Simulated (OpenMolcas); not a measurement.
A run on V⁺.

| Item | Value |
| --- | --- |
| Program | OpenMolcas 26.06 |
| Method | MS-CASPT2, IPEA 0.25 Eh, imaginary shift 0.1 Eh (closed shells correlated: none) |
| Basis | ANO-RCC-VQZP [7s6p4d3f2g1h] |
| Scalar Hamiltonian | DKH2, point nucleus |
| Active space | 4 electrons in 6 orbitals (3d 4s) |
| State averaging | 2S+1 = 5 even, 15 roots; 2S+1 = 3 even, 80 roots kept (CI in the orbitals of an earlier block); 2S+1 = 1 even, 63 roots kept (CI in the orbitals of an earlier block) |
| Spin-orbit coupling | state interaction with AMFI integrals over the reference wave functions, term energies averaged over their components |

First CASPT2 step and the start of its output:

```
&CASPT2
Multistate=15 1 2 3 4 5 6 7 8 9 10 11 12 13 14 15
Frozen=3 6
IPEA=0.25
Imaginary=0.1
MaxIter=60
WThr=0.0 0.3 0.05
PrWF=0.5
NoMix
```

```
--- CASPT2 ---
Orbital specifications:
      -----------------------

      Symmetry species                           1   2
                                                ag  au
      Frozen orbitals                            3   6
      Inactive orbitals                          0   0
      Active orbitals                            6   0
      Secondary orbitals                        36  44
      Deleted orbitals                           0   0
      Number of basis functions                 45  50
Type of calculation                        MS-CASPT2
      Fock operator                              state-specific
      IPEA shift                                 0.25
      Real shift                                 0.00
      Imaginary shift                            0.10
      The input orbitals will be transformed to quasi-canonical
Reference energy:        -947.9140778732
      E2 (Non-variational):      -0.0462210299
      Shift correction:          -0.0003659112
      E2 (Variational):          -0.0465869411
      Total energy:            -947.9606648142
      Residual norm:              0.0000005713
      Reference weight:           0.97207
      Contributions to the CASPT2 correlation energy
      Active & Virtual Only:         -0.0462210299
      One Inactive Excited:           0.0000000000
      Two Inactive Excited:           0.0000000000
Reference energy:        -947.9140778732
      E2 (Non-variational):      -0.0462899138
      Shift correction:          -0.0003653072
      E2 (Variational):          -0.0466552210
      Total energy:            -947.9607330942
      Residual norm:              0.0000005684
      Reference weight:           0.97203
      Contributions to the CASPT2 correlation energy
      Active & Virtual Only:         -0.0462899138
...
```

Over all roots the printed reference weights run from 0.70 to 0.98, and roots that are degenerate in the reference spread by up to 5000 cm-1.

Did the run give usable levels, and if not, why?

No. The equations converged, but the reference weight falls to 0.70 for at least one root against 0.98 for the best. A drop of that size marks an intruder state, so the energies of such roots and the levels built on them can't be trusted.
